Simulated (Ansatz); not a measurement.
The same path of Cl5HW + ClH (9 atoms, charge 0, multiplicity 1) was run twice with different band settings. Lost on the way: W1–H2, W1–Cl4, Cl8–H9. Made: H2–H9, Cl4–Cl8.

Computed with Ansatz, RHF/def2-SVP.

Relaxed end points:

```xyz
9
Properties=species:S:1:pos:R:3
W -0.293 -0.299 -0.421
H 0.030 0.560 0.928
Cl 1.747 -0.919 0.410
Cl -1.076 1.838 -0.860
Cl -2.151 -0.443 0.994
Cl -0.843 -2.508 -0.850
Cl 0.627 -0.102 -2.539
Cl 1.713 2.602 2.386
H 2.728 1.855 2.556
```

```xyz
9
Properties=species:S:1:pos:R:3
W -0.120 -1.054 -0.650
H 1.649 0.215 2.996
Cl 2.143 -0.906 -0.406
Cl -0.505 4.062 -0.701
Cl -1.881 -0.161 0.490
Cl -0.394 -3.241 -0.064
Cl -0.356 0.028 -2.643
Cl 0.935 3.115 0.355
H 1.010 0.526 3.227
```

Common settings: movable images 5; climbing image yes; spring 5.0 eV/Å²; optimiser quadratic models (default); force threshold 0.05 eV/Å; iteration limit 60; end points relaxed.

| run | start path |
| --- | --- |
| 1 | through a guess of the saddle point |
| 2 | straight line |

(1) What does each run give, and how far can it be trusted?

Answers

(1) Run 1: converged after 35 iterations, highest image 3.390 eV above the first end. A structure lower than the first end lies on the path between it and the top, so the climb from that side starts below the end, which may itself be a saddle point or a shallow side well. A structure lower than the last end lies on the path between it and the top, so the climb from that side starts below the end, which may itself be a saddle point or a shallow side well. Neighbouring images differ by up to 3.4 eV, so the band resolves the path poorly. A vibrational analysis at the climbing image gives one clearly imaginary mode, 906i cm⁻¹: a first-order saddle point.
Run 2: converged after 52 iterations, highest image 3.390 eV above the first end. A structure lower than the first end lies on the path between it and the top, so the climb from that side starts below the end, which may itself be a saddle point or a shallow side well. A structure lower than the last end lies on the path between it and the top, so the climb from that side starts below the end, which may itself be a saddle point or a shallow side well. Neighbouring images differ by up to 3.4 eV, so the band resolves the path poorly. Another band between the same ends (5 images) ends at a top of the same energy, where a vibrational analysis finds 1 clearly imaginary mode.
The orbitals stay closed-shell, which can raise the energy where a bond breaks towards radicals; this wasn't checked here.
